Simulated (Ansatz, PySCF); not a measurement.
System: SnI, charge 0, multiplicity 2. 
Geometry from a B3LYP-D3(BJ)/def2-TZVP (Ansatz, an electronic-structure program) optimisation:
SMILES: [Sn][I]
```xyz
2

Sn     0.0000     0.0000    -1.4135
I      0.0000     0.0000     1.3335
```
Charge 0, spin multiplicity 2.

Dipole moments at this geometry, in debye (magnitudes).

| level | program | dipole (D) |
|---|---|---|
| r2SCAN/def2-TZVPD | PySCF | 2.21 |
| TPSSh/def2-TZVPD | PySCF | 2.29 |
| PW6B95/def2-TZVPD | PySCF | 2.44 |
| HSE06/def2-TZVPD | Ansatz | 2.39 |
| wB97X-V/def2-TZVPD | Ansatz | 2.69 |
| CCSD(T)/def2-SVPD | Ansatz | ___ |

Problem. Fill in the missing entries.

Solution. 
- CCSD(T)/def2-SVPD, dipole (D): 2.33
